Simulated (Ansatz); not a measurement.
Reactions of `C=C(C)C(F)Cl`.

Gas-phase electronic energies from Ansatz, PBE0-D4/def2-TZVP geometries. CCSD(T)/CBS adds triple-zeta CCSD(T) − MP2 to the extrapolated MP2 energy (def2 sets, frozen cores). This one scheme is used for every species, atoms too. Double bonds are as drawn, so ΔE can hold a change between cis and trans. DFT in def2-TZVPP. No spin–orbit coupling; open shells (•) take unrestricted orbitals. Spin–orbit coupling would lower the free atoms: a little for C, Cl, F. def2 core potentials past Kr. For Sn, Te outer-core shells are correlated without core-valence functions, so the limit isn't a true one: a few kJ/mol of doubt a bond, and 10 to 20 or more in all where bonds break to atoms. One conformer a species, not always the lowest.

```json
{"reaction": "`C=C(C)C(F)Cl` → `C/C(Cl)=C/CF`", "PBE0-D4 (eV)": "0.00", "CCSD(T)/CBS(def2) (eV)": "0.03"}
{"reaction": "`C=C(C)C(F)Cl` + H₂O → `C=C(C)O` + `FCCl`", "PBE0-D4 (eV)": "0.26", "CCSD(T)/CBS(def2) (eV)": "0.40"}
{"reaction": "`C=C(C)C(F)Cl` → 4 C• + Cl• + F• + 6 H•", "PBE0-D4 (eV)": "50.19", "CCSD(T)/CBS(def2) (eV)": "49.63"}
{"reaction": "`C=C(C)C(F)Cl` + `C#C` → `C#CC(=C)C` + `FCCl`", "PBE0-D4 (eV)": "-0.20", "CCSD(T)/CBS(def2) (eV)": "-0.09"}
{"reaction": "`C=C(C)C(F)Cl` + `[CH2]1[NH][SnH2]1` → `C[N]1[CH2][SnH2]1` + `C=CC(F)Cl`", "PBE0-D4 (eV)": "0.35", "CCSD(T)/CBS(def2) (eV)": "0.34"}
{"reaction": "`C=C(C)C(F)Cl` → `C=C(C)Cl` + `[CH]F`", "PBE0-D4 (eV)": "4.14", "CCSD(T)/CBS(def2) (eV)": "3.91"}
{"reaction": "`C=C(C)C(F)Cl` + H₂Te → `FC(Cl)[TeH]` + `C=CC`", "PBE0-D4 (eV)": "0.44", "CCSD(T)/CBS(def2) (eV)": "0.39"}
{"reaction": "`C=C(C)C(F)Cl` → `CC/C=C(\\F)Cl`", "PBE0-D4 (eV)": "0.06", "CCSD(T)/CBS(def2) (eV)": "0.15"}
{"reaction": "`C=C(C)C(F)Cl` → `C=CC(F)Cl` + `[CH2]` (triplet)", "PBE0-D4 (eV)": "4.66", "CCSD(T)/CBS(def2) (eV)": "4.67"}
{"reaction": "`C=C(C)C(F)Cl` → `C=CCC(F)Cl`", "PBE0-D4 (eV)": "0.10", "CCSD(T)/CBS(def2) (eV)": "0.07"}
```

Largest T1 diagnostic: 0.018, for `[CH]F`.
